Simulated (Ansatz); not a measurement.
One change: `BN[SiH](C)C` becomes `C[SiH](C)[SiH2]F`.

Ansatz, PBE0-D4/def2-TZVP geometries, multiplicity 1. Each molecule was computed in one conformer, which needn't be the lowest.

| property | `BN[SiH](C)C` |
| --- | --- |
| HOMO energy (PBE/def2-TZVPP) / eV | -6.87 |
| size of the dipole moment (PBE/def2-TZVPP) / D | 1.67 |
| zero-point energy (PBE0-D4/def2-TZVP) / kJ/mol | 318.2 |
| size of the dipole moment (ωB97M-V/def2-TZVPP) / D | 1.52 |
| LUMO energy (PBE0/def2-TZVPP) / eV | 0.00 |
| LUMO energy (ωB97M-V/def2-TZVPP) / eV | 1.79 |

Problem. What does the change do to each property? (Best estimate.)

Solution. The calculation gave: 
```json
{"property": "HOMO energy (PBE/def2-TZVPP) / eV", "`C[SiH](C)[SiH2]F`": "-6.58", "shift": "0.29"}
{"property": "size of the dipole moment (PBE/def2-TZVPP) / D", "`C[SiH](C)[SiH2]F`": "1.61", "shift": "-0.06"}
{"property": "zero-point energy (PBE0-D4/def2-TZVP) / kJ/mol", "`C[SiH](C)[SiH2]F`": "269.1", "shift": "-49.1"}
{"property": "size of the dipole moment (ωB97M-V/def2-TZVPP) / D", "`C[SiH](C)[SiH2]F`": "1.63", "shift": "0.11"}
{"property": "LUMO energy (PBE0/def2-TZVPP) / eV", "`C[SiH](C)[SiH2]F`": "-0.41", "shift": "-0.41"}
{"property": "LUMO energy (ωB97M-V/def2-TZVPP) / eV", "`C[SiH](C)[SiH2]F`": "1.30", "shift": "-0.49"}
```

With PBE0 the HOMO rises by 0.36 eV and the LUMO falls by 0.41 eV, so the gap narrows by about 0.77 eV. PBE moves the HOMO by 0.29 eV and ωB97M-V by 0.58 eV. The zero-point energy changes by -49.1 kJ/mol with -3 modes. Dipoles are sizes alone; their direction can turn.
